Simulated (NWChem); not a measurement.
Species: H2S2 cation, doublet; SMILES of the neutral closed-shell parent SS

```xyz
4

S      0.0692    -1.0017     0.0000
S     -0.0692     1.0017     0.0000
H     -1.2814    -1.1905     0.0000
H      1.2814     1.1905     0.0000
```
Atoms are numbered in this order, from 1.

Program: NWChem. Geometry optimised at PBE0/def2-SVP; all other runs use it. Spin-unrestricted. In the optimisation the excess spin sits in bg (C2h, its own frame). This spin state was assumed; another may lie lower. Vzz has the sign of the potential's second derivative. Excited states of an open shell can be spin-contaminated.

| quantity | level | value |
|---|---|---|
| lowest empty minus highest occupied level, either spin (eV) | PW6B95/def2-TZVP | 3.37 |
| vertical, lowest state with f > 0.02 (eV) | PBE/def2-SVPD, TDA | 4.01 |
| Vzz S2 (a.u.) | UHF/cc-pVTZ | 1.692 |
| charge (e), Mulliken S2 | B3LYP/def2-SVP | 0.31 |
| highest harmonic frequency (cm⁻¹) | PBE0/def2-SVP | 2642 |
